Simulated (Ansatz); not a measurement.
Consider the hydrogenolysis of a Ga–O bond: `[SiH3][O][Ga]([Cl])[Cl]` + H₂ → `[Cl][GaH][Cl]` + `O[SiH3]`.

Gas-phase electronic energies from Ansatz, PBE0-D4/def2-TZVP geometries. CCSD(T)/CBS adds triple-zeta CCSD(T) − MP2 to the extrapolated MP2 energy (def2 sets, frozen cores). This one scheme is used for every species. DFT in def2-TZVPP. B3LYP here is the variant with VWN-RPA as its local correlation; programs differ in this. For Ga outer-core shells are correlated without core-valence functions, which leaves a few kJ/mol of doubt a bond. Scalar relativity is left out up to krypton. One conformer a species, not always the lowest.

`[SiH3][O][Ga]([Cl])[Cl]`:

Z-matrix (Å, degrees):
```
Si
O 1 1.642
H 1 1.484 2 108.5
H 1 1.488 2 111.0 3 -120.2
H 1 1.486 2 109.4 3 119.4
Ga 2 1.753 1 139.3 3 134.2
Cl 6 2.109 2 118.7 1 -179.9
Cl 6 2.116 2 120.4 1 0.1
```

H₂:

```xyz
2

H     0.089    0.245    0.267
H    -0.089   -0.245   -0.267
```

`[Cl][GaH][Cl]`:

Cartesian coordinates in Å:
```
Cl 0.231 -0.857 1.831
Ga 0.092 -0.073 -0.142
Cl -1.189 1.612 -0.356
H 0.866 -0.682 -1.332
```

`O[SiH3]`:

Cartesian coordinates in Å:
```
O -0.475 -0.564 -1.048
Si 0.282 0.084 0.264
H -1.394 -0.339 -1.191
H 0.294 1.572 0.212
H 1.669 -0.431 0.228
H -0.377 -0.323 1.535
```

Q: Is it downhill or uphill in electronic energy at CCSD(T)/CBS, and by how much? (Estimate.)

A: Ansatz gave: Uphill: ΔE = +45.3 kJ/mol.

Q: What do these levels give: PBE-D4, revPBE-D4, B3LYP-D4, ωB97M-V, B2PLYP, r2SCAN, MP2/def2-SVP, CCSD/def2-SVP, MP2/def2-TZVPP, CCSD/def2-TZVPP, MP2/def2-QZVPP, HF/CBS(def2)? (Best estimate.)

A: The calculation gave: PBE-D4 35.5, revPBE-D4 39.5, B3LYP-D4 42.7, ωB97M-V 37.7, B2PLYP 41.9, r2SCAN 41.5, MP2/def2-SVP 63.3, CCSD/def2-SVP 53.1, MP2/def2-TZVPP 55.7, CCSD/def2-TZVPP 45.1, MP2/def2-QZVPP 53.7, HF/CBS(def2) 35.4 kJ/mol.

Largest T1 diagnostic among the species: 0.012.

The D4 term adds +12.1 kJ/mol with B3LYP and +6.9 kJ/mol with PBE0; it sums over pairs of atoms, weighted by their polarisabilities, and B3LYP, whose exchange is more repulsive, gets the larger term. In def2-TZVPP, CCSD(T) changes the Hartree–Fock value by +14.6 kJ/mol (the triples alone add +4.0 kJ/mol) and MP2 by +21.1 kJ/mol. At CCSD(T), def2-SVP lies +11.1 kJ/mol from the extrapolated value and def2-TZVPP +3.9 kJ/mol.
